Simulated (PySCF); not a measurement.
# Excitation energy of Al by level of theory

Al [Ne] 3s2 3p1 (2P) → Al [Ne] 3s2 4s1 (2S), as a difference of total energies. All numbers are calculated (PySCF 2.14, the non-relativistic Hamiltonian (point nucleus), in aug-cc-pV(Q+d)Z). Correlated levels: valence: [Ne] frozen. The calculations carry no spin-orbit coupling.

Problem. Order these methods by the excitation energy they give, lowest first.
A. MP2 (valence)
B. PBE0
C. B97-3
D. r2SCAN

Solution. A (24998 cm⁻¹), C (25468 cm⁻¹), B (25721 cm⁻¹), D (27177 cm⁻¹).

Errors of the correlated levels include the incompleteness of this basis and the frozen core.

For comparison: 25273 cm⁻¹ (measured; NIST levels, between the centres of gravity of the two terms).
